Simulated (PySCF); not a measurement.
A side-by-side comparison of computed properties.

First species: C₈H₁₀.
SMILES: `C/C=C\C1=CCC=C1`

Second species: C₄H₇F₃O₂.
InChI=1S/C4H7F3O2/c1-8-3(5)2-9-4(6)7/h3-4H,2H2,1H3/t3-/m0/s1

Levels: PBE0/def2-SVPD for dipole moment, HOMO energy, LUMO energy, HOMO–LUMO gap, static isotropic polarisability and electronic spatial extent ⟨r²⟩ about the centre of nuclear charge; TDDFT PBE0/def2-SVPD for lowest singlet excitation; TDA PBE0/def2-SVPD for lowest triplet excitation (Tamm–Dancoff); GFN2-xTB for rotational constant A and rotational constant C. Geometries: GFN2-xTB. Each species is one conformer at its optimised geometry, gas phase, non-relativistic unless stated; the electronic structure was computed with PySCF and density fitting.

The conformers computed, where there is a choice (atom-mapped SMILES and torsion angles):
- `[CH3:1]/[CH:2]=[CH:3]\[C:4]1=[CH:5][CH2:6][CH:7]=[CH:8]1`: C2–C3–C4–C5 0°
- `[CH3:1][O:2][C@H:3]([F:4])[CH2:5][O:6][CH:7]([F:8])[F:9]`: C1–O2–C3–F4 -67°, O2–C3–C5–O6 -163°, C3–C5–O6–C7 -83°, C5–O6–C7–F8 -74°

Values for the first species:

```
Dipole moment                                                     : 0.66 D
HOMO energy                                                       : -6.02 eV
LUMO energy                                                       : -0.98 eV
HOMO–LUMO gap                                                     : 5.04 eV
Lowest singlet excitation                                         : 4.52 eV
Lowest triplet excitation (Tamm–Dancoff)                          : 2.60 eV
Static isotropic polarisability                                   : 94.8 au
Electronic spatial extent ⟨r²⟩ about the centre of nuclear charge : 1108 bohr²
Rotational constant A                                             : 5.120 GHz
Rotational constant C                                             : 1.075 GHz
```

Estimate the same properties for the second species, and the change in each.

| property | first | second | second less first |
| --- | --- | --- | --- |
| dipole moment | 0.66 D | 3.80 D | +3.14 D |
| HOMO energy | -6.02 eV | -8.92 eV | -2.90 eV |
| LUMO energy | -0.98 eV | 0.57 eV | +1.55 eV |
| HOMO–LUMO gap | 5.04 eV | 9.49 eV | +4.45 eV |
| lowest singlet excitation | 4.52 eV | 8.22 eV | +3.70 eV |
| lowest triplet excitation (Tamm–Dancoff) | 2.60 eV | 8.00 eV | +5.40 eV |
| static isotropic polarisability | 94.8 au | 62.3 au | -32.5 au |
| electronic spatial extent ⟨r²⟩ about the centre of nuclear charge | 1108 bohr² | 1601 bohr² | +493 bohr² |
| rotational constant A | 5.120 GHz | 4.156 GHz | -0.964 GHz |
| rotational constant C | 1.075 GHz | 0.688 GHz | -0.387 GHz |

On the first: The 6 singlets span 4.52 to 6.47 eV, and their oscillator strengths add up to 0.76. No computed singlet falls in the visible range (750 to 380 nm, 1.65 to 3.26 eV); S1 lies 1.26 eV above its blue end.

On the second: No computed singlet falls in the visible range (750 to 380 nm, 1.65 to 3.26 eV); S1 lies 4.96 eV above its blue end. The dipole equals about 12.7 × 10⁻³⁰ C·m (1 D = 3.33564 × 10⁻³⁰ C·m).
